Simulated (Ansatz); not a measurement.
B$_{2}$Cl$_{2}$H$_{4}$S$_{2}$ (`Cl[B@H-]1[SH+][B@@H-](Cl)[SH+]1`), charge 0, multiplicity 1.

Task: Give a relaxed structure at PBE0-D4/def2-TZVP (the Gaussian-basis code of Ansatz). (Estimate.)

Result: Ansatz gave: 
Cartesian coordinates in Å:
```
Cl -0.111 -2.102 -1.960
B 0.286 -1.171 -0.478
S 1.162 0.555 -0.825
B -0.010 1.122 0.649
Cl -0.736 2.748 0.423
S -1.291 -0.366 0.407
H 0.947 -1.730 0.344
H 0.359 0.947 -1.834
H 0.602 0.946 1.659
H -1.208 -0.949 1.615
```
Point group Cs.
This is one stationary point; other conformers may exist.
